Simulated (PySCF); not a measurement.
Positional isomers: norbornane formyl+boryl. All species are isolated molecules in the gas phase. One relaxed conformer stands for each flexible species; it need not be the lowest. Strings in code marks are SMILES.

The LUMO from two functionals at the same geometries (PBE0-D4/def2-SVP), both in PySCF: PBE-D3(BJ)/def2-TZVP and PBE0-D4/def2-TZVP. 

| species | PBE-D3(BJ)/def2-TZVP (eV) |
|---|---|
| `B[C@]1(C=O)[C@H]2CC[C@@H]1CC2` | -2.81 |
| `B[C@@]12CC[C@@H](C[C@@H]1C=O)C2` | -2.41 |
| `B[C@@H]1[C@@H]2CC[C@H]1[C@@H](C=O)C2` | -2.56 |
| `B[C@@H]1C[C@@]2(C=O)CC[C@@H]1C2` | -2.53 |

Task: What does PBE0-D4/def2-TZVP give for each?

Result: 
- `B[C@]1(C=O)[C@H]2CC[C@@H]1CC2`: -1.81
- `B[C@@]12CC[C@@H](C[C@@H]1C=O)C2`: -1.43
- `B[C@@H]1[C@@H]2CC[C@H]1[C@@H](C=O)C2`: -1.52
- `B[C@@H]1C[C@@]2(C=O)CC[C@@H]1C2`: -1.51
Over these rows, drawn at random from the members with no instability flagged (it was tested for open shells, ions and some series alone), PBE minus PBE0-D4: mean -1.01 eV, from -1.04 eV to -0.99 eV.
